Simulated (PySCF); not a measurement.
Excited states of Si(2+) (silicon, charge +2)

Ground state [Ne] 3s2, ¹S. Computed with PySCF 2.14 in aug-cc-pV(D+d)Z with one added diffuse shell each of s, p, d type (6s5p4d, 41 functions), with the non-relativistic Hamiltonian (point nucleus). Vertical excitation energies in eV without spin-orbit coupling; excited terms of each kind are numbered among those the solver found. Frozen: [He] 2s2.

```json
{"term": "1 3P°", "leading excitation": "3s → p", "EOM-EE-CCSD": "6.501"}
{"term": "1 1P°", "leading excitation": "3s → p", "EOM-EE-CCSD": "10.423"}
{"term": "1 3D", "leading excitation": "3s → d", "EOM-EE-CCSD": "18.061"}
{"term": "1 3S", "leading excitation": "3s → s", "EOM-EE-CCSD": "19.083"}
{"term": "1 1S", "leading excitation": "3s → s", "EOM-EE-CCSD": "19.769"}
{"term": "1 1D", "leading excitation": "3s → d", "EOM-EE-CCSD": "21.127"}
{"term": "2 3P°", "leading excitation": "3s → p", "EOM-EE-CCSD": "21.783"}
{"term": "2 1P°", "leading excitation": "3s → p", "EOM-EE-CCSD": "21.987"}
{"term": "2 3D", "leading excitation": "3s → d", "EOM-EE-CCSD": "25.158"}
{"term": "2 1D", "leading excitation": "3s → d", "EOM-EE-CCSD": "25.594"}
```

Only the lower part of the computed list is shown. Doubly excited terms such as np² are absent. The solver can miss terms. Rydberg members are limited by the diffuse functions of the basis.
